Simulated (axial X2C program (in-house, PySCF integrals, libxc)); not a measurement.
# Spectroscopic constants of RuO⁺

All values were computed with an in-house all-electron X2C program for linear molecules (integrals from PySCF). Spin-free means the one-electron spin-free X2C Hamiltonian; two-component (2c) means X2C with spin–orbit coupling and atomic mean-field two-electron Coulomb and Gaunt terms, so the difference of the two also holds small scalar two-electron terms. Basis: Ru dyall-cv3z [12s12p8d5f3g], O dyall-av3z [7s6p3d2f] (cores contracted in-house); Gaussian nuclei, density fitting, unrestricted open shells. Masses: Ru 101.904 u, O 15.995 u.

The run was started with this input:
```json
{"zs": [44, 8], "q": 1, "bas": ["dyall-cv3z", "dyall-av3z"], "levels": ["PBE0", "HF", "r2SCAN"], "cc": true, "r0": 1.71, "thr": -2.0, "nmax": 90, "npts": 10, "nst": 2, "ntry": 6}
```
```bash
python so2c.py task.json out
```

Keys: zs atomic numbers; q charge; bas basis sets; levels methods; cc coupled cluster on or off; r0 starting distance in Å; thr threshold in hartree for freezing inner shells (an s shell follows its p shell); nmax most natural virtual spinors; npts points on the curve; nst determinants followed; ntry starts of the search. HF also brings MP2.

State, spin-free: M_S = 3/2, Λ = 2 (beyond evenly filled blocks: π+α, π-α, δ+α, δ+β, δ-α); electrons by block: σα: 11, σβ: 11, π+α: 6, π+β: 5, π-α: 6, π-β: 5, δ+α: 2, δ+β: 2, δ-α: 2, δ-β: 1. Fragments: Ru+ + O.

State, 2c: Ω = 7/2 (⟨Sz⟩ = 1.50, ⟨Lz⟩ = 2.00 at r2SCAN); electrons by block: 1/2: 16, -1/2: 17, 3/2: 8, -3/2: 7, 5/2: 2, -5/2: 1. Fragments: Ru+ + O.

```tsv
Hamiltonian	level	Re (Å)	ωe (cm⁻¹)	Be (cm⁻¹)	De (eV)	μ (D)
spin-free	PBE0	1.655	1022.5	0.4453	3.54	-3.38
spin-free	r2SCAN	1.668	994.7	0.4382	3.84	-3.26
2c	r2SCAN	1.668	994.0	0.4381	n/a	-3.26
```

Dipoles are positive if O is the positive end and refer to the centre of mass.

The state is one determinant whose occupation by symmetry is held fixed; it was picked as the lowest of a PBE0 search that is not exhaustive. Dissociation energies refer to the lowest single-determinant-based atoms at the same level and basis. De is not given where an atomic determinant may have missed its ground term or J level, or where the truncated virtual space spoils (T). Density functionals use the spin component along the axis (collinear). Other states lie close and PBE0, whose exact exchange favours high spin, may order them wrongly; the determinant shown need not be the ground state. The nearest other spin-free determinant of the search, M_S = 1/2, Λ = 1, lies 0.26 eV up at the distance of the search. Without a current term, density functionals place determinants with orbital angular momentum somewhat too high. With several unpaired electrons one determinant need not be a pure state.

No reliable constants came from CCSD (2c), CCSD (spin-free), CCSD(T) (2c), CCSD(T) (spin-free), HF (2c), HF (spin-free), MP2 (2c), MP2 (spin-free), PBE0 (2c): no minimum in range, unconverged points, a curve that is not smooth, a change of character along it, or the two Hamiltonians disagreeing along it.

Rough cost a point (2c) on 1 thread(s) of a shared host, integrals apart: r2SCAN 2.3 s.

The whole task took 4.4 min on 1 thread of Arm Neoverse V1, with other jobs on the host.
